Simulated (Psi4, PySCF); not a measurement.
Here is a job for PySCF.
```python
from pyscf import gto, scf, mp

mol = gto.Mole()
mol.atom = '''
    O     2.253199    0.387474   -0.150590
    C     1.111416    0.214818    0.192485
    C     0.105835    1.336003    0.315463
    C    -1.147624    1.025162   -0.506678
    C    -1.740251   -0.318209   -0.097005
    C    -0.711459   -1.426557   -0.288931
    C     0.547076   -1.144250    0.535743
    H    -0.167164    1.433839    1.369181
    H     0.563393    2.270525   -0.012641
    H    -1.880873    1.821672   -0.365343
    H    -0.883379    0.998155   -1.566146
    H    -2.626733   -0.529311   -0.698208
    H    -2.047472   -0.279800    0.950853
    H    -1.131733   -2.389299    0.008649
    H    -0.440342   -1.492194   -1.344969
    H     1.306607   -1.907141    0.358393
    H     0.292155   -1.148033    1.598487
'''
mol.basis = '6-31g**'
mol.charge = 0
mol.spin = 0
mol.verbose = 4
mol.build()

mf = scf.RHF(mol)
mf.kernel()

pt = mp.MP2(mf, frozen=7)
pt.kernel()
print('E(MP2) = %.10f' % pt.e_tot)
```

Q: Give the equivalent Psi4 input.

A: One answer among several that fit: 
```
memory 2 GB

molecule {
0 1
  O     2.25319886    0.38747361   -0.15059007
  C     1.11141593    0.21481818    0.19248471
  C     0.10583456    1.33600325    0.31546258
  C    -1.14762441    1.02516163   -0.50667753
  C    -1.74025140   -0.31820921   -0.09700492
  C    -0.71145930   -1.42655699   -0.28893100
  C     0.54707611   -1.14425040    0.53574342
  H    -0.16716421    1.43383899    1.36918106
  H     0.56339300    2.27052471   -0.01264100
  H    -1.88087258    1.82167185   -0.36534325
  H    -0.88337911    0.99815491   -1.56614608
  H    -2.62673309   -0.52931101   -0.69820774
  H    -2.04747157   -0.27979996    0.95085283
  H    -1.13173332   -2.38929918    0.00864923
  H    -0.44034152   -1.49219443   -1.34496861
  H     1.30660714   -1.90714075    0.35839349
  H     0.29215540   -1.14803285    1.59848700
}

set basis 6-31g**
set freeze_core true
set mp2_type conv
set scf_type pk
set puream true
set d_convergence 1e-8

energy('mp2')
print_variables()
```

Both were run: PySCF gave -308.922688 Eh and Psi4 -308.922688 Eh, 0.000 mEh apart.
